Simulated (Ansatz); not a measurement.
Two structures of CH8GeO, closed shell, reached by relaxing down either side of one saddle point (PBE0-D4/def2-TZVP). Energies are electronic, without zero-point energy. Computed with Ansatz 0.2.0 (basis: def2-TZVPP and def2-QZVPP); correlated methods freeze the cores. Filled d shells of the heavier atoms are correlated. The def2 sets are not built for correlating such inner shells, so the correlated values are less sure here. Extrapolation: Hartree–Fock as exp(−7.88 √X), correlation as X^−2.97. First:

```xyz
11
angstrom
Ge -0.3411 -0.8391 -0.7437
H 0.8193 -0.2849 -1.5958
H -0.7078 -2.2293 -1.2970
H -1.5584 0.0862 -0.9476
C 0.1587 -0.9303 1.1361
H 0.9567 2.1737 -0.7210
O 0.4014 2.4223 0.0222
H -0.6679 -1.3256 1.7275
H 1.0240 -1.5810 1.2673
H 0.4055 0.0721 1.4861
H -0.4904 2.4357 -0.3340
```

Second:

```json
{"atom": "Ge1", "x (Å)": "-1.1530", "y (Å)": "-0.0837", "z (Å)": "-0.1954"}
{"atom": "H2", "x (Å)": "3.0168", "y (Å)": "0.7764", "z (Å)": "-0.9159"}
{"atom": "H3", "x (Å)": "-1.4634", "y (Å)": "-0.9899", "z (Å)": "-1.4075"}
{"atom": "H4", "x (Å)": "-2.4813", "y (Å)": "0.4106", "z (Å)": "0.4197"}
{"atom": "C5", "x (Å)": "-0.0035", "y (Å)": "-0.9428", "z (Å)": "1.1044"}
{"atom": "H6", "x (Å)": "2.2934", "y (Å)": "0.9681", "z (Å)": "-0.8954"}
{"atom": "O7", "x (Å)": "-0.2092", "y (Å)": "1.3312", "z (Å)": "-0.7517"}
{"atom": "H8", "x (Å)": "-0.4930", "y (Å)": "-1.8202", "z (Å)": "1.5295"}
{"atom": "H9", "x (Å)": "0.9266", "y (Å)": "-1.2522", "z (Å)": "0.6269"}
{"atom": "H10", "x (Å)": "0.2290", "y (Å)": "-0.2433", "z (Å)": "1.9078"}
{"atom": "H11", "x (Å)": "-0.6623", "y (Å)": "1.8459", "z (Å)": "-1.4222"}
```

Task: Which bonds change from the first to the second?

Result: CH₆Ge ([CH3][GeH3]) + H₂O → CH₆GeO ([CH3][GeH2][OH]) + H₂; bonds formed: Ge1–O7, H2–H6; bonds broken: Ge1–H2, H6–O7.

Task: Give the saddle point's structure and its height above each. (To be estimated.)

Result: By the calculation: 50.02 kcal/mol above the first and 50.52 kcal/mol above the second (CCSD(T) at an estimated basis limit (MP2 extrapolated from triple and quadruple zeta, plus CCSD(T) − MP2 in triple zeta)).
Ge1  (-0.444, -0.203, -0.430)
H2  (1.360, 0.204, -0.958)
H3  (-0.475, -1.089, -1.692)
H4  (-1.930, 0.234, -0.230)
C5  (0.168, -1.006, 1.229)
H6  (0.937, 1.217, -0.879)
O7  (0.007, 1.781, -0.513)
H8  (-0.620, -1.632, 1.653)
H9  (1.066, -1.597, 1.057)
H10  (0.399, -0.209, 1.937)
H11  (-0.468, 2.301, -1.173)
(Å)

The T1 diagnostic stays at or below 0.013.

Labels in which every atom is bracketed show which atoms are joined, not bond orders.

For scale, one of the runs: CCSD(T)/def2-TZVPP, 222 basis functions, launched by `ansatz run in.yaml --threads 4 --pin off --events-out ev --progress --plain --max-ram 9574MiB`. Hardware: 4 CPU threads of an Arm Neoverse V2, shared host. Wall time 74 s; peak host memory 3.6 GiB.
